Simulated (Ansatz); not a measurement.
Ideal-gas functions of `[F][AlH][Br]` at 298.15 K and 1 bar, from an Ansatz frequency run at PBE0-D4/def2-TZVP.

Molar mass 126.89 g/mol, point group Cs (symmetry number 1), electronic degeneracy 1, moments of inertia 20.408, 217.199, 237.607 u Å². Harmonic wavenumbers (cm⁻¹, unscaled): 183, 421, 461, 647, 859, 2016.

Use S(trans) = R[1.5 ln M + 2.5 ln T − 1.1517]; rotational temperatures θ = 24.2544 K / I; S(rot) = R[ln(√π/σ · √(T³/θAθBθC)) + 1.5]; for each mode x = 1.438777 ν̃/T, S = R[x/(eˣ − 1) − ln(1 − e⁻ˣ)] and H = RT x/(eˣ − 1); 1 cm⁻¹ = 0.0119627 kJ/mol; R = 8.31446 J/(mol·K).

Task: By hand: the entropy, in J/(mol·K).

Result: Translation 169.3. Rotation: θ = 1.1885, 0.1117, 0.1021 K, giving 106.2. Vibration, mode by mode: 9.61, 3.72, 3.19, 1.57, 0.69, 0.01, in all 18.8. Electronic 0.0. Sum 294.3 J/(mol·K).

Task: By hand: H − E and G − E in kJ/mol, counted from the electronic energy.

Result: Zero-point energy ½ × 4587 × 0.0119627 = 27.4; thermal vibration 3.5; translation, rotation and pV give 4 RT = 9.9. H − E = 40.8 kJ/mol, and G − E = 40.8 − 298.15 × 294.3/1000 = -46.9 kJ/mol.

Vibration gives 6 % of the entropy.
